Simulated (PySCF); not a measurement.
Geometries of 2 isomers of CH6ClPSn, from PBE0-D3(BJ)/def2-SVP geometry optimisation, gas phase, def2 core potentials past Kr (PySCF 2.14.0). One conformer each, no zero-point energy, no frequencies.

Question: Which isomer lies lower at this level?
A.
```xyz
10
angstrom
C     -1.766   -0.311    0.010
Sn     0.186    0.552    0.160
P      1.995   -1.042   -0.551
Cl     0.220    2.235   -1.502
H     -2.014   -0.873    0.921
H     -1.794   -0.982   -0.859
H     -2.493    0.501   -0.133
H      0.468    1.376    1.639
H      2.253   -1.456    0.795
H      2.988   -0.016   -0.503
```
B.
```xyz
10
angstrom
P      2.294   -0.239   -0.565
Sn     0.167    1.040   -0.185
C     -1.371   -0.366    0.438
Cl    -1.494   -1.682   -0.765
H      2.317   -0.713    0.786
H      1.555   -1.372   -1.030
H      0.397    2.237    1.026
H     -0.342    1.765   -1.650
H     -1.122   -0.815    1.409
H     -2.354    0.120    0.514
```

Answer: A. That is `[CH3][Sn@@H]([PH2])[Cl]`, 41.6 kcal/mol below the other.

| SMILES | atoms numbered as above | E (Eh) | relative (kcal/mol) | relative (kJ/mol) | dipole (D) |
| --- | --- | --- | --- | --- | --- |
| [CH3][Sn@@H]([PH2])[Cl] | [CH3:1][Sn@@H:2]([PH2:3])[Cl:4] | -1057.00814 | 0.0 | 0.0 | 3.00 |
| [PH2][SnH2][CH2]Cl | [PH2:1][SnH2:2][CH2:3][Cl:4] | -1056.94189 | 41.6 | 173.9 | 1.88 |
